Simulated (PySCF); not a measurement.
# Worked example for 4-tert-butylphenol: ionisation energy to the radical cation

Structure: `CC(C)(C)c1ccc(O)cc1` (C10H14O).

Level of theory: ωB97X-D3(BJ)/ma-def2-SVP single points in PySCF, grid level 2; every species was optimised with PBE0-D3(BJ)/def2-SVP. ωB97X-D3(BJ) is ωB97X-V with D3(BJ) in place of VV10. Zero-point energies come from unscaled GFN2-xTB harmonic frequencies. These were taken at the GFN2-xTB minima.

| state | structure | E / Eh |
| --- | --- | --- |
| parent | parent | -464.633514 |
| radical cation | parent | -464.331223 |
| radical cation | radical cation | -464.339280 |
| parent | radical cation | -464.624674 |

Zero-point energy of the radical cation less that of the parent: -0.069 eV. 1 Eh = 27.2114 eV.

Q: Work out the vertical and adiabatic ionisation energy.

A: Vertical: (-464.331223) − (-464.633514) = 0.302291 Eh = 8.23 eV. Adiabatic: 0.294234 Eh = 8.007 eV, and 7.94 eV with zero-point energy.

Q: And the inner reorganisation energy of self-exchange?

A: The radical cation relaxes by 219.3 meV and the parent by 240.5 meV, so λ = 460 meV.

Note: ma-def2-SVP is a small basis, whose errors can reach tens of kJ/mol.
